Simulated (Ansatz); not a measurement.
A nudged elastic band was laid between two geometries of CH6B2FN (11 atoms, charge 0, multiplicity 1).

All numbers below come from Ansatz 0.2.0, RKS PBE-D4/def2-SVP.

| Quantity | Value |
| --- | --- |
| movable images | 7 |
| climbing image | yes |
| spring | 5.0 eV/Å² |
| optimiser | quadratic models (default) |
| start path | through a guess of the saddle point |
| force threshold | 0.05 eV/Å |
| iteration limit | 60 |
| end points | relaxed |

First end point:

```xyz
11
Properties=species:S:1:pos:R:3
B -1.259 0.736 0.251
B 0.372 0.781 0.631
C 0.969 -0.145 -0.407
N 0.735 -1.452 -0.620
F 1.014 1.790 1.283
H -1.788 -0.194 -0.324
H -1.882 1.734 0.567
H -0.632 0.184 1.359
H 1.600 0.324 -1.186
H 0.118 -1.955 0.022
H 0.820 -1.859 -1.554
```

Last end point:

```xyz
11
Properties=species:S:1:pos:R:3
B -1.260 0.737 0.250
B 0.371 0.781 0.630
C 0.970 -0.147 -0.405
N 0.734 -1.452 -0.621
F 1.012 1.792 1.279
H -1.791 -0.194 -0.323
H -1.882 1.734 0.569
H -0.632 0.184 1.359
H 1.606 0.322 -1.181
H 0.826 -1.859 -1.555
H 0.113 -1.956 0.017
```

Q: What changes between the two ends?

A: No bond is made or broken. The dihedral B2–C3–N4–H10 goes from -5 to 151°. The two ends are copies of one structure, up to a mirror image or an exchange of like atoms.

Q: What energy profile does the band end with?

A: The run ended unconverged. The highest image is number 3 of 0 to 8, 29.1 kJ/mol above the ends, which have the same energy within 2 meV. The band didn't meet its force threshold, so its energies are provisional: the largest band force was still 0.14 eV/Å, and over the last iterations the top stayed at 0.30 eV.

```json
{"image": "0", "path coordinate (Å)": "0.00", "energy (kJ/mol)": "0.0", "dihedral B2–C3–N4–H10 (°)": "-5"}
{"image": "1", "path coordinate (Å)": "0.92", "energy (kJ/mol)": "24.8", "dihedral B2–C3–N4–H10 (°)": "-13"}
{"image": "2", "path coordinate (Å)": "1.84", "energy (kJ/mol)": "24.1", "dihedral B2–C3–N4–H10 (°)": "28"}
{"image": "3", "path coordinate (Å)": "2.75", "energy (kJ/mol)": "29.1", "dihedral B2–C3–N4–H10 (°)": "95"}
{"image": "4", "path coordinate (Å)": "3.65", "energy (kJ/mol)": "6.2", "dihedral B2–C3–N4–H10 (°)": "128"}
{"image": "5", "path coordinate (Å)": "4.55", "energy (kJ/mol)": "4.9", "dihedral B2–C3–N4–H10 (°)": "162"}
{"image": "6", "path coordinate (Å)": "5.45", "energy (kJ/mol)": "5.3", "dihedral B2–C3–N4–H10 (°)": "122"}
{"image": "7", "path coordinate (Å)": "6.36", "energy (kJ/mol)": "4.7", "dihedral B2–C3–N4–H10 (°)": "138"}
{"image": "8", "path coordinate (Å)": "7.26", "energy (kJ/mol)": "0.0", "dihedral B2–C3–N4–H10 (°)": "151"}
```

The band took 60 iterations and roughly 15 core-minutes.

Run time: 8.1 min on 2 threads of AMD EPYC 7B13 (Zen 3), with other jobs on the host, peak memory 0.16 GiB.
